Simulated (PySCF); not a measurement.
Structure problem from calculated spectra and properties.

Elements present: C, F, H and O. Monoisotopic mass: 136.0536 u.

| Item | Value |
| --- | --- |
| 13C NMR | chemical shifts (computed TMS as zero) by class: 125.7 (1 C), 90.9 (2 C), 36.6 (1 C), 8.2 (1 C) ppm [GIAO PBE0/pcSseg-1] |
| UV, first state | lowest singlet excitation: 8.03 eV (154 nm, f = 0.005) [TDDFT PBE0/def2-SVPD] |
| 1H NMR | chemical shifts (computed TMS as zero) by class: 5.71 (2 H), 5.19 (2 H), 1.85 (2 H), 1.11 (3 H) ppm [GIAO PBE0/pcSseg-1] |
| Polarisability | 70.4 au [PBE0/def2-SVPD] |
| Triplet | lowest triplet excitation (Tamm–Dancoff): 7.84 eV [TDA PBE0/def2-SVPD] |
| Rotational structure | rotational constants A, B, C: 3.292, 1.298, 1.173 GHz [GFN2-xTB] |
| NMR, other nuclei | isotropic shieldings of nuclei other than C and H, by class: 205 (2 O), 243 (1 O), 298 (1 F) ppm [GIAO PBE0/pcSseg-1] |
| Dipole | 0.36 D [PBE0/def2-SVPD] |

The electronic properties come from PySCF, for the isolated species, density fitting. Levels stand in brackets. Geometry: GFN2-xTB, one conformer, isolated molecule. Each NMR value is the plain mean over a class of atoms that symmetry, rotation or inversion makes alike.

Question: Which formula fits the mass and the elements?

Answer: C5H9FO3 (calculated 136.0536). No other formula that holds each of these elements comes within 0.0003 u with a fitting electron parity and a possible valence count.

Question: Propose a structure and show how it fits.

Answer: Numbering: `[CH3:1][CH2:2][C:3]1([F:4])[O:5][CH2:6][O:7][CH2:8][O:9]1`. Its formula, C5H9FO3, gives 1 degree of unsaturation: 1 ring and 0 π bonds in the structure found. 5 carbons fall into 4 classes; from least to most shielded: sp3 carbon bearing two oxygens [C3] (125.7 ppm), sp3 carbon bearing two oxygens [C6/C8] (90.9 ppm, 2 C), chain CH2 carbon [C2] (36.6 ppm), methyl carbon [C1] (8.2 ppm). Hydrogen classes from least to most shielded: 2 H on 2 like atoms (sp3 carbon bearing two oxygens), C6/C8 (5.71 ppm), 2 H on 2 like atoms (sp3 carbon bearing two oxygens), C6/C8 (5.19 ppm), 2 H on a chain CH2 carbon, C2 (1.85 ppm), 3 H on a methyl carbon, C1 (1.11 ppm). The other shieldings belong to: 205 ppm, cyclic ether oxygen [O5/O9]; 243 ppm, cyclic ether oxygen [O7]; 298 ppm, alkyl fluorine [F4]. The optimised geometry has point group C1 and is an asymmetric top. Structure: `CCC1(F)OCOCO1`. The assignments are read from this structure; whether some other isomer fits the data as well wasn't checked.
